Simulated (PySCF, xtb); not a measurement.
SiFCl2Br, SMILES F[Si](Cl)(Cl)Br.

GFN2-xTB (xtb 6.7.1) at its own geometry gives an orbital gap of 6.55 eV and a dipole moment of 4.79 D.

The structure is a stationary point at ωB97X-D3(BJ)/def2-SVP.

Q: What does ωB97X/def2-TZVP (PySCF) give? (An estimate is asked for; the answer gives what the named calculation found.)

A: gap 13.03 eV (levels -11.55 and 1.48 eV), dipole 0.72 D.
